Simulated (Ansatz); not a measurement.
Geometry optimisation, UKS PBE/def2-SVP in Ansatz.

input.yaml

```yaml
crystal:
  periodic: [false, false, false]
  atoms:
    - { symbol: Si, position_ang: [-0.81937, 0.49384, -0.28757] }
    - { symbol: O, position_ang: [0.08563, -0.8535, -0.33513] }
    - { symbol: Te, position_ang: [2.04646, -1.09445, -0.08821] }
    - { symbol: H, position_ang: [-2.1184, -0.11232, -0.5382] }
    - { symbol: H, position_ang: [-0.38859, 1.4377, -1.31994] }
    - { symbol: H, position_ang: [-0.70719, 1.13929, 1.02244] }
    - { symbol: H, position_ang: [1.90147, -1.01056, 1.5466] }
magnetization:
  spin_polarized: true
basis:
  gaussian: { orbitals: def2-SVP }
hamiltonian:
  xc: pbe
relax:
  f_tol: 0.02
  max_steps: 50
```

Launched with:

```bash
$ ansatz run input.yaml --threads 2 --pin off --max-ram 3072MiB --backend cpu --events-out ev --progress --plain --runs-dir out
```

Question: Where does it end, and by what steps?

Answer: It converged. After 5 steps the energy has fallen by 0.247 eV; H4 moved furthest, 0.22 Å.

```tsv
step	energy less start (eV)	largest force component (eV/Å)	accepted
0	0.0000	1.859	yes
1	-0.1914	0.995	yes
2	-0.2260	0.377	yes
3	-0.2455	0.058	yes
4	-0.2463	0.029	yes
5	-0.2465	0.013	yes
```

```xyz
7
Properties=species:S:1:pos:R:3
Si -0.815 0.432 -0.296
O 0.041 -1.029 -0.352
Te 2.059 -1.000 -0.099
H -2.242 0.063 -0.583
H -0.324 1.418 -1.326
H -0.722 1.078 1.064
H 2.004 -0.962 1.593
```

Run time: 13 s on 2 threads of Arm Neoverse V1, with other jobs on the host, peak memory 0.16 GiB.
